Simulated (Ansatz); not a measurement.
Consider the ligand exchange at a Ge–C bond: `O/C(F)=[CH]\[GeH3]` + `CN[SiH2]O` → `C[N]([GeH3])[SiH2]O` + `C=C(O)F`.

Isolated molecules relaxed with PBE0-D4/def2-TZVP in Ansatz; ΔE leaves out vibrations. CBS: MP2 limit from def2 TZ/QZ plus the TZ coupled-cluster correction, frozen cores. For Ge outer-core shells are correlated without core-valence functions, which leaves a few kJ/mol of doubt a bond. Scalar relativity is left out up to krypton. One conformer a species, not always the lowest.

`O/C(F)=[CH]\[GeH3]`:

Z-matrix (Å, degrees):
```
Ge
C 1 1.928
H 1 1.538 2 111.1
H 1 1.538 2 111.1 3 120.8
H 1 1.537 2 107.9 3 -119.6
C 2 1.323 1 122.3 3 -60.5
H 2 1.081 1 121.0 3 119.5
F 6 1.339 2 122.9 1 -180.0
O 6 1.334 2 125.9 1 0.0
H 9 0.963 6 109.3 2 -179.9
```

`CN[SiH2]O`:

```xyz
11

C    -0.311    1.119   -1.062
N    -0.028    0.754    0.308
Si    0.576   -0.754    0.828
O    -0.503   -1.986    1.044
H    -1.368    1.006   -1.332
H     0.270    0.482   -1.734
H    -0.019    2.153   -1.268
H    -0.467    1.356    0.987
H     1.156   -0.565    2.175
H     1.562   -1.163   -0.209
H    -0.869   -2.401    0.263
```

`C[N]([GeH3])[SiH2]O`:

Z-matrix (Å, degrees):
```
C
N 1 1.455
H 1 1.096 2 111.3
H 1 1.094 2 110.4 3 -118.7
H 1 1.098 2 112.8 3 120.9
Ge 2 1.845 1 115.3 3 -53.4
Si 2 1.711 1 121.1 3 136.8
H 6 1.533 2 107.9 1 179.0
H 6 1.541 2 107.9 1 58.3
H 6 1.542 2 109.9 1 -60.0
O 7 1.650 2 116.7 1 88.3
H 7 1.479 2 108.5 1 -155.5
H 7 1.490 2 106.0 1 -33.2
H 11 0.958 7 118.0 2 -71.7
```

`C=C(O)F`:

```xyz
7

C     0.598    0.267    0.840
C    -0.245   -0.027   -0.132
O     0.070   -0.526   -1.328
F    -1.565    0.153   -0.006
H     0.225    0.666    1.770
H     1.655    0.107    0.697
H    -0.738   -0.640   -1.840
```

```csv
species,CCSD(T)/CBS(def2) energy (Eh)
`O/C(F)=[CH]\[GeH3]`,-2330.15381
`CN[SiH2]O`,-461.28708
`C[N]([GeH3])[SiH2]O`,-2538.60305
`C=C(O)F`,-252.84296
```

Task: Work out ΔE.

Result: ΔE = (-2538.60305) + (-252.84296) − (-2330.15381) − (-461.28708) = -0.00512 Eh = -13.4 kJ/mol.

Largest T1 diagnostic among the species: 0.012.

The D4 term adds −6.4 kJ/mol with B3LYP and −3.6 kJ/mol with PBE0; it sums over pairs of atoms, weighted by their polarisabilities, and B3LYP, whose exchange is more repulsive, gets the larger term.

B3LYP here is the variant with VWN-RPA as its local correlation; programs differ in this.
